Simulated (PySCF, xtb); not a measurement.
Se(Cl)2 anion (Cl2Se), SMILES Cl[Se]Cl (connectivity only; charge and spin as stated), charge -1, multiplicity 2.

Harmonic wavenumbers (cm⁻¹) from xtb with GFN2-xTB at its own minimum, in rising order: 62, 201, 372.

Q: What does PBE-D3(BJ)/def2-SVPD (PySCF) give at its own minimum? (An estimate is asked for; the answer gives what the named calculation found.)

A: 10, 227, 240. Paired by order, the mean absolute difference is 70 cm⁻¹ and the zero-point energies are 0.9 and 0.7 kcal/mol.
